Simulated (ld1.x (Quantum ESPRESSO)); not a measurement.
# What one change does to a pseudopotential (aluminium, PAW)

ld1.x (Quantum ESPRESSO) 7.5 input, shortened:

```
&input
   title='Al', zed=13., rel=0, dft='BLYP', iswitch=3,
   config='[Ne] 3s1.5 3p0 3d-2'
 /
 &inputp
   pseudotype=3, lpaw=.true., tm=.true., lloc=-2, rcloc=1.55,
   nlcc=.true., rcore=1.80,
   which_augfun='PSQ', rmatch_augfun_nc=.true.
 /
5
3S  1  0   1.50   0.00  1.65  2.05  0.0
3S  1  0   0.00   0.80  1.65  2.05  0.0
3P  2  1   0.00   0.00  1.45  1.85  0.0
3P  2  1   0.00   1.45  1.45  1.85  0.0
3D  3  2  -2.00  -0.20  1.45  1.75  0.0
 &test
   configts(1)='3s1.5 3p0'
 /
```

Change: local potential all-electron potential smoothed inside 1.22 bohr (lloc = -2).

Cutoffs: the cutoffs (Ry, on a coarse ladder) from which the occupation-weighted sum of valence levels, in a spherical-Bessel basis at the reference potential, stays within 10 and 1 mRy of its value at 400 Ry; they do not see the model core or the augmentation charge, which bear on the density cutoff. Errors are all-electron minus pseudo energies relative to the spin-unpolarised reference configuration.

What does the change do?

Both files are so soft that the ladder of cutoffs tells neither apart; of the 7 tests that both files solve, the error grows in 2 and shrinks in 0 by more than 15 % and 0.3 meV (median size 2.2 → 2.7 meV); neither file shows a bound ghost.

| quantity | base | changed |
| --- | --- | --- |
| cutoff, loose | 6 Ry | 6 Ry |
| cutoff, tight | 8 Ry | 8 Ry |
| bound ghosts | none | none |
| error for 3s2 3p1, meV [ΔE -14.09 eV] | -3.5 | -3.1 |
| error for 3s2 3p0, meV [ΔE -8.45 eV] | -2.1 | -2.1 |
| error for 3s1 3p0, meV [ΔE 10.73 eV] | -3.9 | -3.8 |
| error for 3s1 3p1, meV [ΔE -2.65 eV] | +0.3 | +0.4 |
| error for 3s2 3p1.3, meV [ΔE -14.62 eV] | -3.1 | -2.7 |
| error for 3s0 3p3, meV [ΔE -3.57 eV] | +2.2 | +2.7 |
| error for 3s1 3p2, meV [ΔE -8.93 eV] | +0.7 | +1.3 |
| s: phases at 2.26 bohr within 0.05 rad from the reference energy up to (Ry; the scan ends near 5) | 4.1 | 4.0 |
| p: phases at 2.26 bohr within 0.05 rad from the reference energy up to (Ry; the scan ends near 5) | 4.2 | 4.1 |
| d: phases at 2.26 bohr within 0.05 rad from the reference energy up to (Ry; the scan ends near 5) | 4.3 | 4.3 |
| lowest overlap eigenvalue by channel | s 0.47, p 0.74, d 1.00 | s 0.45, p 0.73, d 1.00 |
